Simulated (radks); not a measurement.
Values are calculated unless marked as measured or tabulated.
Problem. All-electron atom: neutral cobalt in [Ar] 3d7 4s2. Code: a radial shooting solver on a logarithmic mesh with Libxc functionals. Model: Dirac Kohn-Sham, BP86, spin-unpolarised, spherical densities, finite nucleus; open shells are shared between the two j in proportion to 2j + 1; Fermi nuclear charge, rms radius 3.7875 fm. Some entries of the table are withheld. Estimate them.

orbital  occ.  eigenvalue (Ry)  <1/r> (bohr^-1)
1s1/2       2        -558.1449            27.04
2s1/2       2        -66.08738            5.839
2p1/2       2              (1)            5.788
2p3/2       4              (2)            5.676
3s1/2       2         -7.53194            1.838
3p1/2       2         -4.92249              (3)
3p3/2       4         -4.78601              (4)
3d3/2     2.8         -0.62213              (5)
3d5/2     4.2         -0.60798              (6)
4s1/2       2         -0.41470           0.4527
4p1/2       0         -0.10333           0.3073
4p3/2       0         -0.09960           0.3027

Solution. 
(1) 2p1/2 eigenvalue (Ry): -57.32976
(2) 2p3/2 eigenvalue (Ry): -56.23970
(3) 3p1/2 <1/r> (bohr^-1): 1.708
(4) 3p3/2 <1/r> (bohr^-1): 1.682
(5) 3d3/2 <1/r> (bohr^-1): 1.289
(6) 3d5/2 <1/r> (bohr^-1): 1.281
